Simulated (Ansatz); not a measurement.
Relaxation of BFH5NO (9 atoms, charge 0, multiplicity 1), to a largest force component of 0.03 eV/Å in at most 50 steps.

The calculation used RKS PBE0-D4/def2-SVP in Ansatz 0.2.0.

```xyz
9
Properties=species:S:1:pos:R:3:forces:R:3
B -0.204 0.415 -0.467 -0.06 -0.26 0.16
N 0.045 0.076 2.244 0.01 0.64 -0.45
H -0.821 -0.015 2.772 -0.01 0.01 0.01
H 0.811 0.066 2.915 -0.02 0.00 -0.02
F 0.891 -0.199 -0.907 0.05 -0.03 -0.05
O -1.419 -0.137 -0.643 0.03 0.04 -0.04
H -1.362 -1.024 -1.017 0.00 0.00 0.01
H -0.118 1.507 0.015 -0.03 0.30 -0.21
H 0.028 1.021 1.816 0.02 -0.70 0.60
```

**Question.** Where does it end, and by what steps?

**Answer.** It converged. The force dipped under the threshold on the way, but the program's further checks kept it going. After 27 steps the energy has fallen by 0.532 eV; H4 moved furthest, 1.30 Å. Joined: B1–N2 (2.74 → 1.71 Å).

```tsv
step	energy less start (eV)	largest force component (eV/Å)	accepted
0	0.0000	0.703	yes
1	-0.0514	0.740	yes
2	-0.0705	1.665	yes
3	-0.1134	1.401	yes
4	-0.1827	0.781	yes
5	-0.2992	0.740	yes
6	-0.4357	0.671	yes
7	-0.3864	1.875	no
8	-0.4687	0.547	yes
9	-0.4926	0.186	yes
10	-0.4969	0.087	yes
11	-0.4976	0.076	yes
12	-0.4990	0.045	yes
13	-0.5020	0.145	yes
14	-0.5049	0.211	yes
15	-0.4482	1.163	no
16	-0.5126	0.093	yes
17	-0.5199	0.112	yes
18	-0.5144	0.618	no
19	-0.5156	0.325	no
20	-0.5231	0.027	yes
21	-0.5268	0.109	yes
22	-0.5269	0.301	yes
23	-0.5001	0.757	no
24	-0.5310	0.094	yes
25	-0.5312	0.097	yes
26	-0.5315	0.058	yes
27	-0.5316	0.025	yes
```

```xyz
9
Properties=species:S:1:pos:R:3
B -0.247 0.455 0.066
N -0.069 0.320 1.758
H -0.959 0.541 2.204
H 0.189 -0.635 2.012
F 1.011 0.075 -0.386
O -1.286 -0.438 -0.269
H -0.916 -1.216 -0.697
H -0.514 1.647 -0.069
H 0.644 0.960 2.110
```

Whether the end is a true minimum wasn't checked by a vibrational analysis.

Run time: 26 s on 2 threads of Intel(R) Xeon(R) 6975P-C (Granite Rapids), on a shared host, peak memory 0.17 GiB.
